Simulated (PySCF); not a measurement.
Delta-SCF ions had no search for a lower state. Excitations are Tamm–Dancoff values on a coarser integration grid. The basis has no diffuse functions, so Rydberg states are missing or too high.

CH₄Si, SMILES `C=[SiH2]` (charge 0, multiplicity 1)

Computed with PBE-D3(BJ)/def2-TZVP // B3LYP-D3(BJ)/def2-TZVP run with PySCF.

```
Item                                                                               Value
------------------------------------------------  --------------------------------------
HOMO                                                                            -5.67 eV
dipole moment                                                                     0.61 D
HOMO–LUMO gap                                                                    3.59 eV
LUMO                                                                            -2.07 eV
S1 excitation (TDA)                                                              5.62 eV
S1 oscillator strength                                                             0.321
brightest of the four lowest singlets (TDA)                                      5.62 eV
T1 excitation (TDA)                                                              2.67 eV
S1–T1 gap (TDA)                                                                  2.95 eV
vertical ionisation energy (Delta-SCF)                                           8.91 eV
adiabatic ionisation energy (no zero-point term)                                 8.74 eV
hole reorganisation energy (four-point)                                         0.280 eV
total energy                                                                -329.7549 Ha
cost                                              about 30 core-seconds (a rough figure)
```

```xyz
6

C     -0.9225    -0.0060     0.0158
Si     0.7781     0.0050    -0.0133
H     -1.5020     0.8798     0.2413
H     -1.4979    -0.8992    -0.1900
H      1.5694     1.2157     0.2654
H      1.5750    -1.1954    -0.3192
```
Charge 0, spin multiplicity 1.
